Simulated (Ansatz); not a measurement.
An input meant for H4W2⁻ (charge -1, quartet).

```yaml
crystal:
  periodic: [false, false, false]
  atoms:
    - {symbol: W, position_ang: [-0.134300, -2.379729, -0.132162]}
    - {symbol: W, position_ang: [0.922736, 1.621689, 0.551287]}
    - {symbol: H, position_ang: [-0.856319, 3.043159, 3.139254]}
    - {symbol: H, position_ang: [-0.265244, -2.357700, -3.442895]}
    - {symbol: H, position_ang: [-2.805167, -2.408580, 1.796668]}
    - {symbol: H, position_ang: [3.138275, 2.481160, -1.912172]}
basis:
  gaussian: {orbitals: def2-SVP}
total_charge: -1
magnetization: {spin_polarized: true, initial_magnetization: 3}
hamiltonian: {xc: {name: B3LYP}}
output: {forces: true}
```

```sh
$ ansatz run in.yaml --threads 4 --pin off --events-out ev --progress --plain --max-ram 3916MiB
```

Shortened log:

```
Functional definition: B3LYP
838 factors; integrals over basis functions are off by at most 3.7e-4 eV
mean field evaluation 1: about -3668.5429 eV, gradient 3.9e1 eV
mean field evaluation 2: about -3436.1554 eV, gradient 1.3e2 eV
mean field evaluation 4: about -3533.0852 eV, gradient 1.2e2 eV
mean field evaluation 8: about -3698.3396 eV, gradient 3.7e0 eV
mean field evaluation 16: about -3699.8880 eV, gradient 9.1e-1 eV
mean field evaluation 32: about -3699.9862 eV, gradient 5.7e-5 eV
mean field evaluation 64: about -3694.1399 eV, gradient 2.1e1 eV
mean field evaluation 96: about -3690.5562 eV, gradient 2.3e1 eV
mean field evaluation 128: about -3695.9536 eV, gradient 2.0e1 eV
mean field evaluation 160: about -3695.6534 eV, gradient 2.0e1 eV
mean field evaluation 192: about -3686.5252 eV, gradient 1.8e1 eV
mean field evaluation 224: about -3684.1769 eV, gradient 1.9e1 eV
mean field evaluation 256: about -3693.3932 eV, gradient 2.1e1 eV
mean field evaluation 288: about -3693.1249 eV, gradient 2.1e1 eV
mean field evaluation 320: about -3692.1656 eV, gradient 1.8e1 eV
mean field evaluation 352: about -3687.1692 eV, gradient 2.0e1 eV
mean field evaluation 384: about -3697.0266 eV, gradient 1.9e1 eV
mean field evaluation 416: about -3701.0337 eV, gradient 1.1e0 eV
mean field evaluation 448: about -3701.1069 eV, gradient 2.3e-4 eV
mean field evaluation 480: about -3701.0361 eV, gradient 2.3e0 eV
mean field evaluation 512: about -3701.1851 eV, gradient 1.4e-3 eV
mean field evaluation 544: about -3700.5909 eV, gradient 3.4e0 eV
mean field evaluation 576: about -3700.7950 eV, gradient 3.3e-1 eV
mean field evaluation 608: about -3699.2938 eV, gradient 1.1e1 eV
mean field evaluation 640: about -3701.1851 eV, gradient 6.2e-3 eV
mean field evaluation 672: about -3701.1069 eV, gradient 3.5e-3 eV
mean field evaluation 704: about -3698.8190 eV, gradient 8.8e0 eV
mean field evaluation 736: about -3701.1070 eV, gradient 7.6e-1 eV
mean field evaluation 768: about -3699.5051 eV, gradient 3.1e0 eV
mean field evaluation 800: about -3700.7472 eV, gradient 3.7e-4 eV
mean field -3701.18513945 eV, -136.0160451215 hartree, gradient 2.2e-7 eV, S^2 8.706296; 16 other end points of the search recorded, 0 dependent functions left out
reference -3701.18549732 eV, -136.0160582729 hartree; 18, 15 occupied and 66, 69 virtual orbitals, 838 factors
Total energy: -3701.18549732 eV, -136.0160582729 hartree
Atom 0 at    -0.134300    -2.379729    -0.132162 Å, force    -0.406206     0.640555    -0.167585 eV/Å
Atom 1 at     0.922736     1.621689     0.551287 Å, force    -0.144006    -0.510336    -0.042546 eV/Å
Atom 2 at    -0.856319     3.043159     3.139254 Å, force     0.130029    -0.023805    -0.155262 eV/Å
Atom 3 at    -0.265244    -2.357700    -3.442895 Å, force     0.000835    -0.057704     0.637432 eV/Å
Atom 4 at    -2.805167    -2.408580     1.796668 Å, force     0.517879    -0.052015    -0.404662 eV/Å
Atom 5 at     3.138275     2.481160    -1.912172 Å, force    -0.098529     0.003305     0.132623 eV/Å
Dipole moment:     0.231866    -0.795844     0.091613 e Å
```

In this input the coordinates are in bohr but typed as ångström. The calculation finished and met its thresholds. The result belongs to that input, not to the species as meant.

In the def2 sets W takes a core potential; there is no spin–orbit coupling. B3LYP takes the VWN-RPA correlation. The highest occupied level of an anion often lies above zero with these methods, and sets without diffuse functions describe the outer electron poorly. The charge -1 quartet is spin-contaminated (final ⟨S²⟩ up to 8.71, 3.75 for a pure state).
